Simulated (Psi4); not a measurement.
A dimer, H2 ··· H2Se (SMILES [H][H] and [SeH2]); the first 2 atoms form monomer A.

```
5

H      0.3719     0.0000     0.0000
H     -0.3719     0.0000     0.0000
Se     0.7557     0.4464    -3.4022
H      1.3980    -0.2801    -2.2969
H      0.0473    -0.7681    -3.8327
```

Question: What interaction energy does SAPT0/jun-cc-pVDZ, frozen core (Psi4 1.11) give, and which attractive term is the largest?

Answer: Total 3.34 kJ/mol: electrostatics -1.09, exchange 6.67, induction -0.62, dispersion -1.61. The most attractive term is dispersion.
